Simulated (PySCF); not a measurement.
Excitation energy of Mg by level of theory

Mg [Ne] 3s2 (1S) → Mg [Ne] 3s1 3p1 (3P), as a difference of total energies. Computed with PySCF 2.14 in aug-cc-pCVTZ-DK (8s7p5d3f, 75 functions), with the spin-free X2C one-electron Hamiltonian (Gaussian nucleus). Correlated levels: valence: [Ne] frozen. The calculations carry no spin-orbit coupling.

```tsv
method	excitation energy (eV)	error (eV)
UHF	1.804	-0.910
MP2 (valence)	2.388	-0.326
SCS-MP2 (valence)	2.560	-0.154
CCSD (valence)	2.603	-0.111
```

Reference: 2.714 eV (measured; NIST levels, between the centres of gravity of the two terms).

Errors of the correlated levels include the incompleteness of this basis and the frozen core.

With two correlated electrons CCSD is exact in that space.
